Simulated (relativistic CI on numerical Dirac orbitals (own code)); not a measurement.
# Co3+ in a cubic cluster: L2,3 absorption with charge transfer

Computed with a charge-transfer multiplet model of a cubic metal-ligand cluster with up to 3 ligand holes, Slater and spin-orbit integrals from Dirac-Coulomb-Breit ions, Slater integrals scaled by 0.8. The ground state mixes d6 with configurations of k ligand holes L, whose averages lie at kΔ + k(k − 1)U_dd/2; a core hole lowers each added d electron by U_cd. 300 K, Lorentzian 0.4 eV and Gaussian 0.3 eV FWHM.

Atomic integrals in eV (Slater integrals scaled, ζ unscaled), ground: F2dd 10.085, F4dd 6.299, zeta_d 0.071; with the core hole: F2dd 10.695, F4dd 6.685, zeta_d 0.093, zeta_core 9.664, F2cd 6.345, G1cd 4.816, G3cd 2.738.

Cluster parameters (eV): U_dd = 6.5, U_cd = 7.9, 10Dq = 1.35, 10Dq(ligand) = 0.6, V(eg) = 2.45, V(t2g) = -1.27, final-state hopping factor = 1.

```
       Case   n_d    d6   d7L  d8L2  d9L3     S
Δ = -1.4 eV  6.99  0.23  0.57  0.19  0.01  0.03
 Δ = 0.6 eV  6.77  0.35  0.53  0.11  0.01  0.04
 Δ = 1.6 eV  6.67  0.43  0.49  0.09  0.00  0.05
 Δ = 2.6 eV  6.57  0.50  0.44  0.06  0.00  0.06
 Δ = 4.6 eV  6.39  0.64  0.33  0.03  0.00  0.44
```

Weights, n_d and S are thermal averages at 300 K. Photon energies count from the first peak over 30 % of the highest in each spectrum, which can be another peak from case to case. The parameters are a model scan and need not match a compound or its usual spin state. Peaks in eV (height, largest 100):
- Δ = -1.4 eV: 0.0 (100), 2.1 (15), 3.5 (9), 14.6 (55), 16.2 (9)
- Δ = 0.6 eV: -1.6 (6), 0.0 (100), 2.1 (20), 3.6 (10), 14.4 (57), 15.9 (12)
- Δ = 1.6 eV: -1.7 (6), 0.0 (100), 2.1 (22), 3.8 (10), 14.4 (55), 15.8 (14)
- Δ = 2.6 eV: -1.7 (7), 0.0 (100), 2.1 (26), 4.0 (9), 14.4 (53), 15.7 (16)
- Δ = 4.6 eV: -2.0 (10), 0.0 (100), 1.9 (37), 3.4 (6), 4.8 (6), 14.2 (41), 15.5 (20)

For the case Δ = 1.6 eV, Δ = 1.6 eV is smaller than U_dd = 6.5 eV, the charge-transfer side of the Zaanen-Sawatzky-Allen scheme. With the core hole the configuration with one ligand hole lies at Δ + U_dd − U_cd = -2.8, -0.8, 0.2, 1.2, 3.2 eV from the one without, in the order of the table; where this is negative the screened configuration lies lower, though the effective hopping of about 4.4 eV (from the holes of the mixed ground state) mixes the two strongly wherever it is as large as the gap. The thermal average of S changes within this range, from 0.0 to 0.4; a value between half-integers is an average over states of different spin.
